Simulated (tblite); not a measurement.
Record of a relaxation.

Species: C₆H₄ClS (doublet state).
Bonds: S1–C2, C2–C3 (aromatic), C3–C4 (aromatic), C4–C5 (aromatic), C5–C6 (aromatic), C6–C7 (aromatic), C7–Cl8, C2–C7 (aromatic). Hydrogens: H9 on C3; H10 on C4; H11 on C5; H12 on C6.
Bond orders are those of one Lewis drawing.

Computed with GFN2-xTB (tblite), gas phase: L-BFGS steps from a force-field or distance-geometry start until the largest atomic force falls under 0.01 eV/Å. 14 of its 15 geometries are shown.

Step 0: E = -615.7821 eV, largest atomic force 3.143 eV/Å
```
atom  x, y, z in Å  |  force x, y, z in eV/Å
S1      1.992   -2.358    0.043   -0.922   0.958  -0.037
C2      0.802   -0.988    0.007    2.209  -2.232   0.128
C3     -0.531   -1.290    0.012   -2.133   0.634  -0.141
C4     -1.455   -0.217   -0.021   -0.211  -1.278   0.185
C5     -1.006    1.090   -0.016   -0.340  -0.412  -0.143
C6      0.352    1.320   -0.017    0.682   0.510   0.049
C7      1.292    0.300    0.003   -0.054   0.854  -0.023
Cl8     3.006    0.688    0.022   -0.810  -0.275  -0.022
H9     -0.909   -2.324    0.018    0.439   0.662   0.003
H10    -2.540   -0.432   -0.015    0.815   0.102  -0.031
H11    -1.736    1.891   -0.041    0.311   0.002   0.035
H12     0.735    2.318   -0.021    0.015   0.476  -0.003
```

Step 1: E = -615.9577 eV, largest atomic force 0.790 eV/Å
```
atom  x, y, z in Å  |  force x, y, z in eV/Å
S1      1.979   -2.344    0.043   -0.589   0.526  -0.025
C2      0.833   -1.020    0.009    0.149  -0.637   0.082
C3     -0.561   -1.281    0.010    0.633   0.013  -0.077
C4     -1.458   -0.236   -0.018   -0.257   0.075   0.111
C5     -1.011    1.085   -0.018    0.385  -0.360  -0.101
C6      0.361    1.327   -0.016   -0.464   0.257   0.026
C7      1.291    0.313    0.003   -0.035  -0.551   0.000
Cl8     2.994    0.684    0.022   -0.536  -0.147  -0.018
H9     -0.903   -2.314    0.018    0.164   0.314   0.000
H10    -2.528   -0.430   -0.016    0.271  -0.034  -0.021
H11    -1.732    1.891   -0.041    0.231  -0.023   0.026
H12     0.735    2.325   -0.021    0.049   0.567  -0.003
```

Step 2: E = -615.9915 eV, largest atomic force 0.413 eV/Å
```
atom  x, y, z in Å  |  force x, y, z in eV/Å
S1      1.967   -2.334    0.042   -0.184   0.034  -0.011
C2      0.841   -1.036    0.011   -0.224   0.140   0.044
C3     -0.556   -1.279    0.008    0.358   0.061  -0.046
C4     -1.462   -0.237   -0.016    0.344  -0.064   0.072
C5     -1.006    1.078   -0.020   -0.062  -0.005  -0.070
C6      0.356    1.333   -0.015    0.196  -0.052   0.017
C7      1.290    0.306    0.002   -0.342  -0.232   0.004
Cl8     2.984    0.681    0.021   -0.393  -0.116  -0.015
H9     -0.899   -2.308    0.018    0.107   0.159  -0.002
H10    -2.522   -0.431   -0.016   -0.041  -0.097  -0.013
H11    -1.727    1.891   -0.040    0.286  -0.135   0.022
H12     0.736    2.335   -0.021   -0.047   0.309  -0.003
```

Step 3: E = -616.0050 eV, largest atomic force 0.327 eV/Å
```
atom  x, y, z in Å  |  force x, y, z in eV/Å
S1      1.960   -2.330    0.042   -0.006  -0.162  -0.004
C2      0.841   -1.039    0.012   -0.209   0.251   0.021
C3     -0.550   -1.277    0.007    0.113  -0.073  -0.017
C4     -1.458   -0.240   -0.014    0.162   0.025   0.033
C5     -1.006    1.076   -0.022    0.133   0.010  -0.034
C6      0.358    1.333   -0.015    0.067   0.041   0.002
C7      1.284    0.301    0.003   -0.209   0.009   0.011
Cl8     2.974    0.678    0.021   -0.276  -0.109  -0.012
H9     -0.896   -2.303    0.018    0.088   0.078  -0.005
H10    -2.520   -0.432   -0.017    0.053  -0.099  -0.006
H11    -1.721    1.889   -0.040    0.171  -0.055   0.013
H12     0.735    2.343   -0.021   -0.086   0.085  -0.002
```

Step 4: E = -616.0125 eV, largest atomic force 0.172 eV/Å
```
atom  x, y, z in Å  |  force x, y, z in eV/Å
S1      1.956   -2.330    0.041    0.030  -0.169  -0.002
C2      0.837   -1.037    0.013   -0.045   0.110   0.006
C3     -0.545   -1.278    0.006   -0.126   0.007   0.006
C4     -1.453   -0.241   -0.012    0.054   0.017  -0.002
C5     -1.002    1.074   -0.024    0.083   0.020  -0.002
C6      0.360    1.335   -0.015    0.012   0.124  -0.010
C7      1.277    0.298    0.003   -0.044   0.160   0.015
Cl8     2.962    0.674    0.021   -0.131  -0.090  -0.008
H9     -0.892   -2.298    0.018    0.044  -0.073  -0.006
H10    -2.518   -0.435   -0.017    0.118  -0.077   0.000
H11    -1.714    1.886   -0.039    0.093  -0.005   0.004
H12     0.733    2.350   -0.021   -0.087  -0.026  -0.002
```

Step 5: E = -616.0155 eV, largest atomic force 0.132 eV/Å
```
atom  x, y, z in Å  |  force x, y, z in eV/Å
S1      1.954   -2.333    0.041   -0.005  -0.101  -0.002
C2      0.835   -1.035    0.014    0.030   0.027   0.000
C3     -0.545   -1.277    0.005   -0.110  -0.031   0.017
C4     -1.450   -0.241   -0.012   -0.025   0.044  -0.018
C5     -0.999    1.074   -0.025    0.033   0.033   0.012
C6      0.360    1.339   -0.015   -0.031   0.083  -0.012
C7      1.274    0.300    0.003    0.012   0.131   0.015
Cl8     2.955    0.670    0.020   -0.015  -0.062  -0.006
H9     -0.890   -2.297    0.018    0.023  -0.102  -0.006
H10    -2.514   -0.438   -0.017    0.108  -0.056   0.002
H11    -1.710    1.885   -0.039    0.037   0.029   0.000
H12     0.731    2.353   -0.021   -0.059   0.006  -0.003
```

Step 6: E = -616.0171 eV, largest atomic force 0.094 eV/Å
```
atom  x, y, z in Å  |  force x, y, z in eV/Å
S1      1.953   -2.336    0.041   -0.044  -0.028  -0.002
C2      0.835   -1.033    0.015    0.023  -0.022  -0.001
C3     -0.546   -1.278    0.005   -0.028  -0.009   0.018
C4     -1.449   -0.240   -0.011   -0.002   0.013  -0.019
C5     -0.997    1.074   -0.025   -0.023   0.023   0.015
C6      0.360    1.342   -0.015   -0.027   0.046  -0.008
C7      1.272    0.302    0.004    0.027   0.036   0.012
Cl8     2.950    0.667    0.020    0.062  -0.034  -0.004
H9     -0.888   -2.299    0.018    0.010  -0.093  -0.006
H10    -2.510   -0.440   -0.017    0.043  -0.038   0.002
H11    -1.706    1.885   -0.039   -0.007   0.059  -0.002
H12     0.728    2.355   -0.021   -0.035   0.047  -0.004
```

Step 8: E = -616.0184 eV, largest atomic force 0.061 eV/Å
```
atom  x, y, z in Å  |  force x, y, z in eV/Å
S1      1.949   -2.340    0.041   -0.054   0.020  -0.003
C2      0.835   -1.032    0.015   -0.009  -0.006   0.006
C3     -0.547   -1.280    0.006    0.048  -0.012   0.004
C4     -1.448   -0.239   -0.012    0.020  -0.024  -0.001
C5     -0.997    1.076   -0.024   -0.026   0.004   0.003
C6      0.359    1.346   -0.015    0.012  -0.012   0.004
C7      1.271    0.305    0.004    0.005  -0.040   0.001
Cl8     2.951    0.664    0.019    0.059  -0.014  -0.002
H9     -0.886   -2.304    0.017    0.017   0.006  -0.004
H10    -2.506   -0.444   -0.017   -0.028  -0.018  -0.002
H11    -1.704    1.889   -0.039   -0.026   0.044  -0.002
H12     0.725    2.359   -0.021   -0.019   0.051  -0.005
```

Step 9: E = -616.0187 eV, largest atomic force 0.041 eV/Å
```
atom  x, y, z in Å  |  force x, y, z in eV/Å
S1      1.946   -2.341    0.041   -0.034   0.012  -0.002
C2      0.835   -1.032    0.015   -0.009   0.012   0.008
C3     -0.547   -1.280    0.007    0.038  -0.003  -0.003
C4     -1.447   -0.239   -0.013    0.004  -0.019   0.007
C5     -0.998    1.077   -0.024   -0.009  -0.001  -0.002
C6      0.359    1.347   -0.015    0.017  -0.022   0.008
C7      1.271    0.306    0.005    0.004  -0.026  -0.002
Cl8     2.953    0.662    0.019    0.031  -0.012  -0.002
H9     -0.885   -2.306    0.017    0.020   0.036  -0.002
H10    -2.505   -0.446   -0.017   -0.028  -0.009  -0.004
H11    -1.704    1.891   -0.039   -0.015   0.013  -0.001
H12     0.723    2.362   -0.021   -0.017   0.021  -0.004
```

Step 10: E = -616.0189 eV, largest atomic force 0.035 eV/Å
```
atom  x, y, z in Å  |  force x, y, z in eV/Å
S1      1.945   -2.341    0.041   -0.016  -0.002  -0.001
C2      0.835   -1.032    0.015   -0.002   0.016   0.007
C3     -0.547   -1.281    0.007    0.012   0.017  -0.005
C4     -1.447   -0.240   -0.013   -0.003  -0.005   0.008
C5     -0.998    1.077   -0.024    0.001  -0.009  -0.003
C6      0.359    1.347   -0.015    0.007  -0.011   0.008
C7      1.271    0.306    0.005    0.011  -0.003  -0.002
Cl8     2.954    0.661    0.019    0.012  -0.013  -0.002
H9     -0.884   -2.307    0.017    0.017   0.030  -0.002
H10    -2.505   -0.447   -0.017   -0.018  -0.006  -0.004
H11    -1.705    1.892   -0.039   -0.004  -0.008   0.000
H12     0.722    2.363   -0.022   -0.017  -0.005  -0.004
```

Step 11: E = -616.0190 eV, largest atomic force 0.024 eV/Å
```
atom  x, y, z in Å  |  force x, y, z in eV/Å
S1      1.944   -2.341    0.041   -0.006  -0.010  -0.001
C2      0.835   -1.032    0.015    0.005   0.014   0.005
C3     -0.546   -1.280    0.007   -0.004   0.020  -0.003
C4     -1.447   -0.240   -0.013   -0.015   0.005   0.006
C5     -0.998    1.077   -0.024    0.005  -0.006  -0.001
C6      0.360    1.347   -0.015   -0.001  -0.005   0.005
C7      1.272    0.306    0.005    0.013   0.013   0.000
Cl8     2.955    0.660    0.019    0.004  -0.013  -0.002
H9     -0.883   -2.306    0.017    0.014   0.019  -0.001
H10    -2.506   -0.448   -0.017   -0.005  -0.004  -0.004
H11    -1.705    1.892   -0.039    0.005  -0.018   0.000
H12     0.721    2.364   -0.022   -0.015  -0.014  -0.003
```

Step 12: E = -616.0191 eV, largest atomic force 0.027 eV/Å
```
atom  x, y, z in Å  |  force x, y, z in eV/Å
S1      1.943   -2.341    0.040    0.002  -0.015   0.000
C2      0.835   -1.031    0.016    0.011   0.008   0.001
C3     -0.546   -1.280    0.007   -0.017   0.021   0.000
C4     -1.447   -0.240   -0.012   -0.016   0.014   0.002
C5     -0.998    1.077   -0.024    0.006  -0.006   0.002
C6      0.360    1.347   -0.015   -0.009   0.004   0.001
C7      1.272    0.306    0.005    0.012   0.022   0.002
Cl8     2.956    0.659    0.019   -0.001  -0.010  -0.002
H9     -0.882   -2.305    0.017    0.009   0.004  -0.001
H10    -2.506   -0.448   -0.018    0.004  -0.002  -0.003
H11    -1.705    1.892   -0.039    0.009  -0.021   0.000
H12     0.720    2.364   -0.022   -0.011  -0.018  -0.002
```

Step 13: E = -616.0191 eV, largest atomic force 0.021 eV/Å
```
atom  x, y, z in Å  |  force x, y, z in eV/Å
S1      1.942   -2.342    0.040    0.004  -0.012   0.000
C2      0.835   -1.030    0.016    0.009   0.000  -0.002
C3     -0.545   -1.279    0.007   -0.015   0.013   0.004
C4     -1.448   -0.240   -0.012   -0.014   0.011  -0.002
C5     -0.998    1.076   -0.024    0.005   0.000   0.005
C6      0.360    1.347   -0.015   -0.010   0.006  -0.003
C7      1.273    0.306    0.005    0.006   0.019   0.005
Cl8     2.957    0.658    0.019   -0.002  -0.004  -0.002
H9     -0.881   -2.304    0.017    0.004  -0.006  -0.001
H10    -2.507   -0.449   -0.018    0.009   0.001  -0.002
H11    -1.705    1.892   -0.039    0.009  -0.016   0.000
H12     0.719    2.364   -0.022   -0.004  -0.012  -0.001
```

Step 14: E = -616.0192 eV, largest atomic force 0.009 eV/Å
```
atom  x, y, z in Å  |  force x, y, z in eV/Å
S1      1.941   -2.342    0.040    0.001  -0.006   0.000
C2      0.835   -1.030    0.016    0.005  -0.002  -0.003
C3     -0.545   -1.278    0.007   -0.007   0.003   0.004
C4     -1.448   -0.240   -0.012   -0.004   0.006  -0.003
C5     -0.998    1.076   -0.024    0.001  -0.002   0.005
C6      0.360    1.346   -0.014   -0.005   0.005  -0.003
C7      1.273    0.307    0.005    0.001   0.006   0.005
Cl8     2.958    0.657    0.018   -0.001   0.001  -0.002
H9     -0.880   -2.304    0.016    0.002  -0.005  -0.001
H10    -2.507   -0.449   -0.018    0.003   0.003  -0.001
H11    -1.705    1.892   -0.039    0.003  -0.007   0.000
H12     0.718    2.364   -0.022    0.000  -0.003   0.000
```

Problem. Summarise the path.

Solution. The energy falls by 5.47 kcal/mol from step 0 to step 14; nine tenths of that is first reached at step 3. It falls at every step. The largest force goes from 3.143 to 0.009 eV/Å. Among the bonds S1–C2 changes most, from 1.815 to 1.716 Å; the atoms move by 0.038 Å rms after alignment.

Problem. Follow the three bonds and two angles with the largest change from start to end.

Solution. 
```csv
step,E above end (kcal/mol),largest force (eV/Å),S1–C2 (Å),C3–C4 (Å),C7–Cl8 (Å),C3–C2–C7 (°),C2–C3–H9 (°)
0,5.47,3.143,1.815,1.416,1.757,123.6,122.8
1,1.42,0.790,1.751,1.377,1.743,119.5,118.8
2,0.64,0.413,1.719,1.380,1.735,118.4,118.3
3,0.33,0.327,1.709,1.378,1.731,118.0,118.3
4,0.15,0.172,1.710,1.378,1.726,118.1,118.6
5,0.08,0.132,1.714,1.376,1.722,118.1,118.6
6,0.05,0.094,1.717,1.376,1.718,118.2,118.5
7,0.03,0.077,1.718,1.376,1.718,118.2,118.5
8,0.02,0.061,1.718,1.376,1.718,118.2,118.4
9,0.01,0.041,1.717,1.376,1.719,118.2,118.4
10,0.01,0.035,1.716,1.376,1.720,118.3,118.4
11,0.00,0.024,1.716,1.376,1.720,118.3,118.4
12,0.00,0.027,1.716,1.376,1.721,118.3,118.4
13,0.00,0.021,1.716,1.376,1.720,118.3,118.3
14,0.00,0.009,1.716,1.376,1.720,118.3,118.3
```

What follows is the cost of the whole relaxation. The run took 0.16 s on an Intel Xeon at 2.70 GHz with one thread (shared host).
